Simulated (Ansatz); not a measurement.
AlGaAs₂, relaxed as a singlet with RKS r2SCAN-D4/def2-SVP in Ansatz, starting from the GFN2-xTB geometry. Force threshold 0.02 eV/Å.

The structure comes from a short search, and lower isomers may exist.

Start:

```xyz
4

Al    2.325    0.180   -0.339
Ga   -2.397   -0.185    0.399
As   -0.074    1.121   -0.183
As    0.146   -1.116    0.123
```

(1) Estimate the energy that the relaxation releases and the steps that it takes.

(2) Does the start keep its bonding and symmetry?

(3) Predict the relaxed structure.

Answers

(1) 0.6 kcal/mol, in 3 steps; 6 s on 4 threads of Arm Neoverse V2 on a shared host. No frequencies were taken in this run, so the end may be a saddle point.

(2) By distances, no bond broke or formed. The bond that changes most is Ga2–As3, from 2.73 to 2.66 Å (atoms count from 1). Point group Cs at the start, C2v at the end, both within 0.05 Å; within 0.015 Å the end is Cs.

(3) 
Cartesian coordinates in Å:
```
Al 2.333 0.181 -0.359
Ga -2.352 -0.181 0.373
As -0.102 1.129 -0.161
As 0.121 -1.129 0.147
```
Bond lengths (bridged metal pairs left out): 2 × As–Ga 2.66 Å; 2 × Al–As 2.62 Å; 1 × As–As 2.29 Å.
